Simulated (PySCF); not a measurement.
Compound: MgMeBr, CH₃BrMg.
Cartesian coordinates in Å at the PBE0-D3(BJ)/def2-SVP level; atoms count from 1:
```xyz
6
CH3BrMg angstrom
Mg     0.0044   -0.0256   -1.1954
C     -0.0034    0.0231    0.8848
H     -0.4553    0.9522    1.2710
H      1.0184   -0.0393    1.2953
H     -0.5769   -0.8197    1.3060
Br     0.0128   -0.0907   -3.5616
```

Computed, not measured: PySCF 2.14.0, PBE0-D3(BJ)/def2-SVP geometry optimisation, gas phase.

Which atoms are bound to Mg1, and at what distances?

2 atoms: C2 2.081 Å, Br6 2.367 Å. The nearest atom not counted as bound is H5, at 2.69 Å (others tie with it).

What is the shape at Mg1?

Linear: angle 179.8°.

What are the other bond lengths?

C2–H3, C2–H4, C2–H5 1.103 Å.

What are the rotational constants (commonest isotopes, rigid rotor)?

A = 158923, B = 1617, C = 1617 MHz: a prolate symmetric top.

Point group: C3v (tolerance 0.08 Å). Charge 0, singlet. No PBE0-D3(BJ)/def2-SVP frequencies stand behind this structure, so it isn't proved a minimum.

On an Arm Neoverse V2 with one thread, shared host with 96 logical CPUs at a one-minute load of 66, this took 11 s and 0.31 GiB of memory at its peak. That covers the optimisation of the geometry.
